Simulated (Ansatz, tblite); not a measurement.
Cost and result up the ladder for SiH2Me(NEt2) (C5H15NSi) (22 atoms). The state is a singlet with charge 0. Geometry: PBE-D4/def2-SVP.

```xyz
22

Si    0.6670    0.7349   -1.4706
H     1.7365   -0.1071   -2.1207
H    -0.3793    1.1214   -2.4876
C     1.4587    2.3242   -0.8122
H     1.8985    2.9173   -1.6416
H     2.2657    2.0981   -0.0854
H     0.7065    2.9597   -0.3010
N    -0.1102   -0.2734   -0.2680
C     0.6250   -1.2857    0.4815
C     1.2006   -0.8034    1.8201
C    -1.4708    0.0130    0.1797
C    -2.4979   -1.0364   -0.2599
H     1.4521   -1.6646   -0.1577
H    -0.0347   -2.1663    0.6615
H     1.9332    0.0155    1.6669
H     0.4054   -0.4195    2.4918
H     1.7161   -1.6289    2.3536
H    -1.5020    0.1252    1.2902
H    -1.7767    1.0057   -0.2169
H    -2.5400   -1.1013   -1.3659
H    -2.2422   -2.0441    0.1270
H    -3.5114   -0.7841    0.1152
```

Ansatz on 4 threads of Intel Xeon on a shared host; xTB runs through tblite on one thread. Times are rough, summed over both states, and most runs start from the orbitals of an earlier one. PBE0-D4/def2-TZVP serves as the yardstick here, not as an exact answer. The other state is a doublet.

The xTB rows come from tblite.

Raw xTB energies of ions are shifted by several eV.

```json
{"level": "PBE0-D4/def2-TZVP", "functions": "313", "vertical IE (eV)": "7.84", "difference from PBE0-D4/def2-TZVP (eV)": "0.00"}
{"level": "GFN2-xTB", "functions": "48", "vertical IE (eV)": "12.41", "difference from PBE0-D4/def2-TZVP (eV)": "4.57"}
{"level": "r2SCANh-D4/def2-TZVP", "functions": "313", "vertical IE (eV)": "7.74", "difference from PBE0-D4/def2-TZVP (eV)": "-0.11"}
{"level": "PBE-D4/def2-TZVP (with forces)", "functions": "313", "vertical IE (eV)": "7.72", "difference from PBE0-D4/def2-TZVP (eV)": "-0.12"}
{"level": "GFN1-xTB", "functions": "63", "vertical IE (eV)": "13.35", "difference from PBE0-D4/def2-TZVP (eV)": "5.51"}
```

Problem. Estimate how long each takes.

Solution. GFN2-xTB 0.079 s; GFN1-xTB 0.12 s; PBE-D4/def2-TZVP (with forces) 48 s; PBE0-D4/def2-TZVP 86 s; r2SCANh-D4/def2-TZVP 97 s. On shared hardware such times vary by a factor of up to 3.
